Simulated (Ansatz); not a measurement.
CH₅MgNS, SMILES `C[S][Mg][NH2]`. Total charge 0; spin multiplicity 1.

```json
{"atom": "C1", "x (Å)": "1.466", "y (Å)": "0.884", "z (Å)": "1.314"}
{"atom": "S2", "x (Å)": "-0.200", "y (Å)": "0.284", "z (Å)": "1.761"}
{"atom": "Mg3", "x (Å)": "-1.046", "y (Å)": "-0.482", "z (Å)": "-0.222"}
{"atom": "N4", "x (Å)": "-1.737", "y (Å)": "-1.110", "z (Å)": "-1.855"}
{"atom": "H5", "x (Å)": "2.100", "y (Å)": "0.083", "z (Å)": "0.934"}
{"atom": "H6", "x (Å)": "1.426", "y (Å)": "1.693", "z (Å)": "0.584"}
{"atom": "H7", "x (Å)": "1.921", "y (Å)": "1.273", "z (Å)": "2.225"}
{"atom": "H8", "x (Å)": "-1.657", "y (Å)": "-2.048", "z (Å)": "-2.218"}
{"atom": "H9", "x (Å)": "-2.273", "y (Å)": "-0.577", "z (Å)": "-2.523"}
```

(1) List the harmonic frequencies (cm⁻¹, unscaled) at PBE0-D4/def2-TZVP in Ansatz. (Estimate.)

(2) Is this a minimum?

(3) Give the ideal-gas thermochemistry at 298.15 K and 1 bar (rigid rotor, harmonic oscillator; point group Cs, symmetry number 1).

(4) And at 400, 500, 600, 800 and 1000 K?

(5) Rotational constants (cm⁻¹)?

Answers

(1) Computed: 66, 76, 103, 122, 176, 300, 374, 528, 719, 742, 959, 973, 1348, 1475, 1479, 1557, 3060, 3144, 3147, 3584, 3665.

(2) Yes, all 21 modes are real.

(3) Zero-point energy 165.1 kJ/mol; H(298) − E = 187.8 kJ/mol; entropy 363.1 J/(mol·K), of which translation 164.6, rotation 110.6, vibration 87.9; G(298) − E = 79.5 kJ/mol. Modes under 100 cm⁻¹ are hindered rotations or soft bends, so the harmonic entropy is rough.

(4) 
```csv
T (K),H − E (kJ/mol),S (J/mol/K),G − E (kJ/mol)
400,199.0,395.3,40.9
500,211.2,422.4,0.0
600,224.3,446.3,-43.5
800,252.8,487.3,-137.0
1000,283.8,521.7,-238.0
```

(5) 0.4754, 0.06056, 0.05474.
